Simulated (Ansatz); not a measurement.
Stretching the Ga1–H2 bond in GaH4N (SMILES [NH2][GaH2]) (multiplicity 1 held, fragments rigid). Energies count from the point at 1.562 Å.
Geometry at that point (charge 0, multiplicity 1):
```tsv
atom	x (Å)	y (Å)	z (Å)
Ga	0.0071	-0.1752	-0.3421
H	-1.2916	-0.0769	-1.2036
H	1.3319	-0.9094	-0.7224
N	-0.0268	0.6560	1.2808
H	-0.8205	1.1614	1.6389
H	0.7460	0.6643	1.9262
```

Restricted levels (R-, RO-) in cc, def2 and unpolarised 6-31G sets keep to the state of the molecule at rest. Unrestricted levels (U-) break spin symmetry where that is lower. Curves can end on different states.

Programs: Ansatz (Gaussian basis) for Hartree–Fock, density functionals and correlated methods. Each number belongs to the level named beside it.

**Question.** One of these levels gives 81.97 kcal/mol for the energy at R = 4.997 Å. Name it.
A. U-PBE/cc-pVTZ
B. R-PBE/cc-pVTZ
C. U-HF/cc-pVTZ
D. R-HF/cc-pVTZ

**Answer.** A, U-PBE/cc-pVTZ. The others give 152.79 (R-HF/cc-pVTZ), 65.76 (U-HF/cc-pVTZ), 106.22 (R-PBE/cc-pVTZ)

Doubts at one or more of the structures used: a restricted determinant that unrestricted orbitals would lower (R-HF/cc-pVTZ, R-PBE/cc-pVTZ); a spin-contaminated determinant (U-HF/cc-pVTZ, U-PBE/cc-pVTZ).

Ansatz is a program for electronic structure.
